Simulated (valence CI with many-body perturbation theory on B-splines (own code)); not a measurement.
## Forbidden lines of Tl41+

Method: relativistic CI+MBPT: four valence electrons over a frozen Dirac-Fock core [Kr], a basis of 9 s, 9 p, 10 d, 8 f, 5 g, 3 h, 1 i functions for each j, with the one-electron correlation potential Σ1 (screened to all orders), the two-electron term Σ2, the three-electron term Σ3, Breit, model QED; selected single and double excitations, second order for the rest (own B-spline code, finite nucleus).

No measured spectrum was set against this ion. As an estimate, large intervals hold to a few tenths of a per cent, small ones and those within an open d or f shell to about a per cent. Only levels of the ground parity were solved; by the run's estimate the other parity begins above the list, which can be wrong where configurations are misplaced.

Lines 1 to 50 of 116 in falling wavelength, among levels below 1132000 cm⁻¹, chosen from the decays that carry over 1 % of a level's rate. Wavelengths and rates use the calculated energies. S is in atomic units (e²a₀⁴ for E2 and M2, e²a₀⁶ for E3), for M1 in squared Bohr magnetons. Weak lines are less certain than strong ones. Lines between different terms over intervals too small for the method are left out, as are lines whose strength nearly cancels. The highest levels of a list are the least certain.

Levels are named by their leading jj configuration (3d3/2^4 stands for four electrons in 3d with j = 3/2), which in mixed levels can hold well under half, so a name can repeat and another be missing. Letters in brackets count levels of one name in rising energy.

```tsv
λ vac (Å)	Upper	Lower	Type	A (s⁻¹)	S (a.u.)
8476	(4d3/2^3 4d5/2) J=3	(4d3/2^3 4d5/2) J=2	M1	1.98e+01	3.13e+00
7722	(4d3/2^2 4d5/2^2) J=6	(4d3/2^2 4d5/2^2) J=5	M1	1.53e+01	3.40e+00
5339	(4d3/2^3 4d5/2) J=3	(4d3/2^3 4d5/2) J=4	M1	5.42e+01	2.14e+00
2138	(4d3/2^2 4d5/2^2) J=4 [b]	(4d3/2^2 4d5/2^2) J=3 [a]	M1	6.28e+02	2.05e+00
1905	(4d3/2^3 4d5/2) J=2	(4d3/2^3 4d5/2) J=1	M1	2.20e+03	2.82e+00
1712	(4d3/2^2 4d5/2^2) J=2 [d]	(4d3/2^2 4d5/2^2) J=2 [c]	M1	1.64e+03	1.53e+00
1522	(4d3/2^2 4d5/2^2) J=2 [b]	(4d3/2^2 4d5/2^2) J=2 [a]	M1	1.42e+03	9.27e-01
1502	(4d3/2 4d5/2^3) J=0	(4d3/2 4d5/2^3) J=1 [a]	M1	2.63e+03	3.30e-01
975.0	(4d3/2^2 4d5/2^2) J=2 [d]	(4d3/2^2 4d5/2^2) J=2 [b]	M1	1.12e+03	1.92e-01
905.6	(4d3/2^2 4d5/2^2) J=2 [d]	(4d3/2^2 4d5/2^2) J=3 [b]	M1	3.25e+02	4.47e-02
862.2	(4d3/2^2 4d5/2^2) J=4 [c]	(4d3/2^2 4d5/2^2) J=4 [a]	M1	3.26e+03	6.97e-01
812.4	(4d3/2^2 4d5/2^2) J=2 [d]	(4d3/2^2 4d5/2^2) J=1	M1	4.14e+02	4.12e-02
807.0	(4d3/2 4d5/2^3) J=2 [b]	(4d3/2 4d5/2^3) J=3 [a]	M1	3.22e+03	3.14e-01
740.5	(4d3/2 4d5/2^3) J=2 [a]	(4d3/2^2 4d5/2^2) J=2 [d]	M1	4.40e+03	3.31e-01
727.9	(4d3/2 4d5/2^3) J=1 [b]	(4d3/2^2 4d5/2^2) J=0 [b]	M1	1.98e+04	8.51e-01
702.0	(4d3/2 4d5/2^3) J=3 [b]	(4d3/2^2 4d5/2^2) J=2 [d]	M1	6.66e+03	5.98e-01
650.5	(4d3/2^2 4d5/2^2) J=2 [d]	(4d3/2^2 4d5/2^2) J=3 [a]	M1	1.67e+03	8.52e-02
619.1	(4d5/2^4) J=4	(4d3/2 4d5/2^3) J=3 [c]	M1	8.36e+03	6.62e-01
594.3	(4d3/2^2 4d5/2^2) J=2 [d]	(4d3/2^2 4d5/2^2) J=2 [a]	M1	2.62e+02	1.02e-02
569.9	(4d3/2^2 4d5/2^2) J=2 [a]	(4d3/2^3 4d5/2) J=3	M1	4.64e+03	1.59e-01
564.6	(4d3/2^2 4d5/2^2) J=0 [b]	(4d3/2^2 4d5/2^2) J=1	M1	3.58e+04	2.39e-01
538.7	(4d3/2^2 4d5/2^2) J=4 [a]	(4d3/2^3 4d5/2) J=3	M1	2.37e+04	1.23e+00
534.5	(4d3/2 4d5/2^3) J=3 [a]	(4d3/2^2 4d5/2^2) J=2 [b]	M1	6.79e+03	2.69e-01
534.0	(4d3/2^2 4d5/2^2) J=2 [a]	(4d3/2^3 4d5/2) J=2	M1	6.30e+04	1.78e+00
526.3	(4d3/2^2 4d5/2^2) J=3 [a]	(4d3/2^3 4d5/2) J=3	M1	1.26e+05	4.78e+00
522.5	(4d3/2 4d5/2^3) J=1 [b]	(4d3/2^2 4d5/2^2) J=2 [d]	M1	6.78e+04	1.08e+00
522.2	(4d3/2 4d5/2^3) J=3 [a]	(4d3/2^2 4d5/2^2) J=4 [b]	M1	1.94e+04	7.16e-01
519.8	(4d3/2 4d5/2^3) J=3 [c]	(4d3/2^2 4d5/2^2) J=2 [d]	M1	2.16e+04	7.87e-01
516.9	(4d3/2 4d5/2^3) J=2 [a]	(4d3/2^2 4d5/2^2) J=2 [c]	M1	1.70e+04	4.36e-01
511.7	(4d5/2^4) J=2	(4d3/2 4d5/2^3) J=3 [c]	M1	3.33e+04	8.27e-01
497.9	(4d3/2 4d5/2^3) J=3 [b]	(4d3/2^2 4d5/2^2) J=2 [c]	M1	5.54e+03	1.77e-01
495.5	(4d3/2^2 4d5/2^2) J=3 [a]	(4d3/2^3 4d5/2) J=2	M1	9.11e+04	2.88e+00
489.3	(4d3/2^2 4d5/2^2) J=4 [a]	(4d3/2^3 4d5/2) J=4	M1	1.97e+05	7.68e+00
488.8	(4d3/2 4d5/2^3) J=1 [a]	(4d3/2^2 4d5/2^2) J=2 [b]	M1	2.25e+04	2.92e-01
486.4	(4d3/2^3 4d5/2) J=1	(4d3/2^4) J=0	M1	2.16e+05	2.77e+00
479.7	(4d3/2 4d5/2^3) J=2 [b]	(4d3/2^2 4d5/2^2) J=2 [d]	M1	1.31e+04	2.67e-01
472.9	(4d5/2^4) J=4	(4d3/2 4d5/2^3) J=3 [b]	M1	2.87e+04	1.01e+00
464.8	(4d3/2 4d5/2^3) J=5	(4d3/2^2 4d5/2^2) J=4 [b]	M1	9.69e+04	3.97e+00
458.7	(4d3/2 4d5/2^3) J=4 [a]	(4d3/2^2 4d5/2^2) J=5	M1	2.20e+04	7.08e-01
444.2	(4d3/2 4d5/2^3) J=1 [a]	(4d3/2^2 4d5/2^2) J=1	M1	1.27e+05	1.24e+00
443.3	(4d3/2^2 4d5/2^2) J=5	(4d3/2^3 4d5/2) J=4	M1	1.11e+05	3.96e+00
430.9	(4d3/2 4d5/2^3) J=5	(4d3/2^2 4d5/2^2) J=6	M1	5.17e+04	1.68e+00
430.2	(4d3/2^2 4d5/2^2) J=1	(4d3/2^3 4d5/2) J=2	M1	2.19e+05	1.94e+00
428.6	(4d3/2^2 4d5/2^2) J=3 [b]	(4d3/2^3 4d5/2) J=3	M1	2.96e+04	6.06e-01
426.4	(4d3/2 4d5/2^3) J=3 [c]	(4d3/2^2 4d5/2^2) J=4 [c]	M1	1.25e+05	2.52e+00
425.8	(4d3/2 4d5/2^3) J=4 [a]	(4d3/2^2 4d5/2^2) J=3 [a]	M1	1.14e+05	2.94e+00
423.2	(4d3/2 4d5/2^3) J=6	(4d3/2^2 4d5/2^2) J=6	M1	1.03e+05	3.77e+00
422.3	(4d3/2^2 4d5/2^2) J=4 [b]	(4d3/2^3 4d5/2) J=3	M1	4.46e+04	1.12e+00
421.0	(4d3/2^2 4d5/2^2) J=0 [a]	(4d3/2^3 4d5/2) J=1	M1	5.47e+05	1.51e+00
420.9	(4d3/2 4d5/2^3) J=2 [a]	(4d3/2^2 4d5/2^2) J=2 [b]	M1	1.09e+05	1.51e+00
```
